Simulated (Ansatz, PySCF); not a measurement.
chloro(methylsilyl)silane (CH7ClSi2), SMILES C[SiH2][SiH2]Cl. Atoms are numbered in the order given.

```xyz
11

Si     0.7840     0.3133     0.7771
Cl     1.4953     0.3257    -1.1987
Si    -1.3410    -0.6785     0.6736
C     -2.3351     0.1859    -0.6784
H      0.7335     1.7273     1.2490
H      1.7642    -0.4299     1.6184
H     -2.0159    -0.5724     2.0035
H     -1.1572    -2.1262     0.3560
H     -2.5293     1.2360    -0.4094
H     -3.3023    -0.3138    -0.8442
H     -1.7664     0.1736    -1.6211
```

Coordinates come from a B3LYP-D3(BJ)/def2-SVP optimisation. One conformer was computed; it need not be the lowest.

Two levels are set side by side: PBE-D3(BJ)/def2-SVP (Ansatz, a program for electronic structure) and B3LYP-D3(BJ)/def2-SVP (Ansatz). Each level has its own optimised geometry; the coordinates shown are those of the second. Frequencies come from the Hessian of PySCF at each geometry. Differences are taken from unrounded values.

```json
[
 {"quantity": "mean bond length (Å)", "B3LYP-D3(BJ)": "1.561", "PBE-D3(BJ)": "1.570", "PBE-D3(BJ) minus B3LYP-D3(BJ)": "0.009"},
 {"quantity": "bond Si1–Cl2 (Å)", "B3LYP-D3(BJ)": "2.100", "PBE-D3(BJ)": "2.102", "PBE-D3(BJ) minus B3LYP-D3(BJ)": "0.002"},
 {"quantity": "bond Si1–Si3 (Å)", "B3LYP-D3(BJ)": "2.347", "PBE-D3(BJ)": "2.351", "PBE-D3(BJ) minus B3LYP-D3(BJ)": "0.003"},
 {"quantity": "bond Si3–C4 (Å)", "B3LYP-D3(BJ)": "1.888", "PBE-D3(BJ)": "1.893", "PBE-D3(BJ) minus B3LYP-D3(BJ)": "0.005"},
 {"quantity": "bond Si1–H5 (Å)", "B3LYP-D3(BJ)": "1.492", "PBE-D3(BJ)": "1.506", "PBE-D3(BJ) minus B3LYP-D3(BJ)": "0.014"},
 {"quantity": "bond Si1–H6 (Å)", "B3LYP-D3(BJ)": "1.490", "PBE-D3(BJ)": "1.504", "PBE-D3(BJ) minus B3LYP-D3(BJ)": "0.014"},
 {"quantity": "bond Si3–H7 (Å)", "B3LYP-D3(BJ)": "1.495", "PBE-D3(BJ)": "1.508", "PBE-D3(BJ) minus B3LYP-D3(BJ)": "0.013"},
 {"quantity": "bond Si3–H8 (Å)", "B3LYP-D3(BJ)": "1.494", "PBE-D3(BJ)": "1.507", "PBE-D3(BJ) minus B3LYP-D3(BJ)": "0.013"},
 {"quantity": "bond C4–H9 (Å)", "B3LYP-D3(BJ)": "1.101", "PBE-D3(BJ)": "1.108", "PBE-D3(BJ) minus B3LYP-D3(BJ)": "0.007"},
 {"quantity": "bond C4–H10 (Å)", "B3LYP-D3(BJ)": "1.101", "PBE-D3(BJ)": "1.108", "PBE-D3(BJ) minus B3LYP-D3(BJ)": "0.007"},
 {"quantity": "bond C4–H11 (Å)", "B3LYP-D3(BJ)": "1.101", "PBE-D3(BJ)": "1.108", "PBE-D3(BJ) minus B3LYP-D3(BJ)": "0.007"},
 {"quantity": "highest harmonic wavenumber (cm⁻¹)", "B3LYP-D3(BJ)": "3133", "PBE-D3(BJ)": "3087", "PBE-D3(BJ) minus B3LYP-D3(BJ)": "-47"},
 {"quantity": "mean harmonic wavenumber (cm⁻¹)", "B3LYP-D3(BJ)": "1179", "PBE-D3(BJ)": "1145", "PBE-D3(BJ) minus B3LYP-D3(BJ)": "-33"},
 {"quantity": "zero-point energy (kcal/mol)", "B3LYP-D3(BJ)": "45.49", "PBE-D3(BJ)": "44.20", "PBE-D3(BJ) minus B3LYP-D3(BJ)": "-1.29"}
]
```

GGA bonds tend to be longer and softer than those of functionals with exact exchange. Differences between two approximate levels are no errors against the true value.
